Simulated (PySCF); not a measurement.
# Nuclear quadrupole coupling in `[NH2][GeH2][SiH3]`

GeH7NSi.
Geometry (PBE0-D3(BJ)/def2-SVP, Å), atoms numbered from 1 in this order:
```
atom  x, y, z in Å
N1     1.690    0.588    0.504
Ge2    0.648   -0.869    0.054
Si3   -1.627   -0.201    0.282
H4     2.688    0.390    0.491
H5     1.528    1.401   -0.086
H6     0.899   -1.420   -1.376
H7     1.017   -1.986    1.050
H8    -2.538   -1.324   -0.099
H9    -1.905    0.961   -0.620
H10   -1.916    0.206    1.690
```

Field gradients from the PBE0/pcSseg-1 density (PySCF, non-relativistic), principal values in atomic units, ordered |Vxx| ≤ |Vyy| ≤ |Vzz|:

```json
{"atom": "N1", "Vxx": "0.4176", "Vyy": "0.5386", "Vzz": "-0.9561"}
{"atom": "Ge2", "Vxx": "-0.2267", "Vyy": "-0.3376", "Vzz": "0.5643"}
```

Q: Find the asymmetry η = (Vxx − Vyy)/Vzz and the couplings χ = eQV/h (234.96 MHz × Q in barn × V in au), with Q(14N) = 0.02044 b, Q(73Ge) = −0.196 b.

A: 
```tsv
atom	environment	nucleus	η	χzz (MHz)	χxx (MHz)	χyy (MHz)
N1	nitrogen bonded to Ge and 2 H	14N	0.13	-4.592	2.005	2.587
Ge2	germanium bonded to N, Si and 2 H	73Ge	0.20	-25.99	10.44	15.55
```

Q: What is Vzz at Ge2 in SI units (1 au = 9.71736 × 10²¹ V/m²)?

A: 0.5643 au = 5.483 × 10²¹ V/m².

Q: What couplings would deuterons (Q(2H) = 0.00286 b) have in place of the hydrogens, at this geometry?

A: 
```
atom  bonded to  bond length (Å)  Vzz (au)     η  χzz (kHz)
  H4         N1            1.018    0.4000  0.15        269
  H5         N1            1.017    0.4009  0.16        269
  H6        Ge2            1.554    0.1264  0.02         85
  H7        Ge2            1.541    0.1329  0.03         89
  H8        Si3            1.495    0.1411  0.01         95
  H9        Si3            1.496    0.1407  0.00         95
 H10        Si3            1.494    0.1418  0.01         95
```

The structure is a single PBE0-D3(BJ)/def2-SVP conformer in the gas phase; no vibrational or solvent corrections. The calculation is non-relativistic, for germanium too. A larger basis could move these couplings by a tenth or more.

The run behind these numbers computed NMR shieldings as well. On one thread of an Arm Neoverse V1 (shared host), this took 8.1 s wall.
